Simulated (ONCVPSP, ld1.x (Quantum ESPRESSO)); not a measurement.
**Potentials for O compared**

Generated with ld1.x 7.5 (TM, RRKJ, ultrasoft, PAW), atompaw 4.2 or ONCVPSP 4.0.1. The cutoff is in Ry: for ld1.x and atompaw files where the sum of valence levels is converged to 10 mRy in a Bessel basis, for ONCV files where the hardest occupied wave has 1 mHa per electron of residual kinetic energy. The error is the largest all-electron minus pseudo excitation energy over each file’s own four to seven test configurations (ionisations up to +4, promotions, holes and added fractions of an electron), all of which were solved. The labels leave out finer settings (local radius, basis sizes, second energies), which also bear on the numbers. Spin-polarised tests are not counted. The rows are a selection from randomly drawn settings: files with unsolved tests, undetermined cutoffs or missed reference levels are left out.

```csv
potential,cutoff (Ry),largest error (meV),bound ghosts
"ONCV, PBE, scalar-relativistic, rc 0.80/2.15/1.95 (spd), local smoothed, core correction no, reference 2s1.5 2p4.5, qcut 9.3/7.1/4.6, projectors 2/1/3",77,+8789,none
"ONCV, PBEsol, scalar-relativistic, rc 0.80/1.65 (sp), local smoothed, core correction yes, reference 2s2 2p3.75, qcut 8.9/8.2, projectors 2/2",84,+1146,none
"ultrasoft, PBE, scalar-relativistic, rc 0.95/1.40 (sp), local smoothed, core correction yes, reference 2s1.5 2p4.5",35,+503,none
"ONCV, PBE, scalar-relativistic, rc 0.95/1.00/1.10 (spd), local smoothed, core correction yes, reference 2s2 2p4, qcut 7.4/7.7/7.7, projectors 2/1/2",320,+381,none
"ONCV, PBE, non-relativistic, rc 0.85/1.70/1.65 (spd), local smoothed, core correction yes, reference 2s2 2p4, qcut 7.9/8.4/5, projectors 1/2/1",117,+3728,none
"ONCV, PBEsol, scalar-relativistic, rc 0.60/2.10 (sp), local smoothed, core correction yes, reference 2s2 2p4, qcut 9.7/7.1, projectors 1/2",270,+2939,none
```

(1) Fill in the row for O: ONCV, PBE, scalar-relativistic, rc 0.70/1.25 (sp), local smoothed, core correction no, reference 2s2 2p3.75, qcut 8.3/8.6, projectors 2/3.

(2) Fill in the row for O: ONCV, PBEsol, scalar-relativistic, rc 0.80/1.00/0.85 (spd), local smoothed, core correction yes, reference 2s1.75 2p4.25, qcut 7.5/6.7/10.7, projectors 2/1/1.

## Answers

(1) cutoff 95 Ry, largest error +503 meV, bound ghosts: none.

(2) cutoff 369 Ry, largest error +99 meV, bound ghosts: none.
